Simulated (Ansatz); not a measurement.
Cartesian coordinates in Å:
```
I 1.9853 -0.3739 -1.9846
Si 0.7237 -0.3111 0.0684
C -0.9997 0.2037 0.1204
O 0.0808 1.1337 0.5380
H 1.3891 -1.1271 1.1004
H -1.5118 0.5336 -0.7805
H -1.6674 -0.0589 0.9379
```

The species carries charge 0 and has multiplicity 1. I takes the def2 core potential.

(1) List the CAM-B3LYP/def2-TZVPP orbital energies in eV (Ansatz 0.2.0). (Best estimate.)

Results:

(1) Computed: Occupied: -1802.49, -522.67, -280.15, -188.51, -146.95, -134.73, -134.53, -134.51, -102.32, -102.29, -102.24, -54.39, -54.31, -54.30, -54.12, -54.12, -30.08, -21.70, -20.04, -16.39, -14.81, -13.99, -12.60, -11.43, -10.14, -9.82, -9.36, -8.90. Lowest empty: 0.22, 0.48, 1.90, 2.89, 3.16, 3.40, 3.90, 4.75.
